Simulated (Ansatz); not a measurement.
# Energy profile

The step: SiN₃H₇ ([NH2][SiH]([NH2])[NH2]) → SiN₃H₅ ([NH][Si]([NH2])[NH2]) + H₂; bonds formed: H2–H4; bonds broken: Si1–H2, N3–H4 (atoms numbered as in the saddle structure below).

```xyz
11
angstrom
Si 0.0440 0.1352 -0.1106
H 0.3363 -1.4394 -0.9525
N 0.5847 0.7342 -1.5106
H 0.5687 -0.7622 -1.5336
N 0.9580 0.0032 1.3019
N -1.5800 0.0454 0.3399
H 0.7408 1.6591 -1.8734
H 1.9608 0.0612 1.2641
H 0.6139 -0.3048 2.1950
H -1.9233 -0.2668 1.2318
H -2.3039 0.1348 -0.3522
```

Electronic energies by CCSD(T) at an estimated basis limit (MP2 extrapolated from triple and quadruple zeta, plus CCSD(T) − MP2 in triple zeta), on PBE0-D4/def2-TZVP structures; SiN3H7, closed shell; no counterpoise correction. Computed with Ansatz 0.2.0 (basis: def2-TZVPP and def2-QZVPP); correlated methods freeze the cores. Extrapolation: Hartree–Fock as exp(−7.88 √X), correlation as X^−2.97.

Problem. Give the profile in eV, counted from the start structure. (Judge from chemistry; the value comes from the calculation.)

Solution. By the calculation:
| point | eV |
| --- | --- |
| start structure | 0.000 |
| saddle | 3.040 |
| end structure | 2.166 |
| separated: SiN3H5 (linked as [NH][Si]([NH2])[NH2]; Si1, N3, N5, N6, H7, H8, H9, H10, H11; singlet) + H2 (H2, H4; singlet) | 2.228 |

T1 diagnostic: at most 0.014.

For scale, one of the runs: CCSD(T)/def2-TZVPP, 233 basis functions, launched by `ansatz run in.yaml --threads 4 --pin off --events-out ev --progress --plain --max-ram 9574MiB`. Hardware: 4 CPU threads of an Arm Neoverse V2, shared host. Wall time 74 s; peak host memory 4.2 GiB.
